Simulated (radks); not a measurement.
The numbers below are computed, except where a source is named.
Q: These are the eigenvalues of the occupied orbitals of an atom or ion with whole-number occupations (hartree). Level of theory: Dirac Kohn-Sham, BLYP, spin-unpolarised, spherical densities, point nucleus (a radial shooting solver on a logarithmic mesh with Libxc functionals).

| orbital | eigenvalue |
|---|---|
| 1s1/2 | -166.8766 |
| 2s1/2 | -22.41218 |
| 2p1/2 | -19.40595 |
| 2p3/2 | -19.23275 |
| 3s1/2 | -6.20304 |
| 3p1/2 | -5.36846 |
| 3p3/2 | -5.34136 |

Which element is it, and in what charge state? The configuration may be excited. Open shells, if any, are shared by 2j + 1.

A: Z = 21, scandium, charge +7: Sc7+ in [Ne] 3s2 3p2. The list shows which subshells hold electrons but not how many an open one holds; the 1s level, -166.88 hartree, gives Z - s = 18.3 by -(Z - s)^2/2, which with screening and relativity narrows Z to a few neighbours, and the depths of the outer levels then fix element, charge and occupations together.
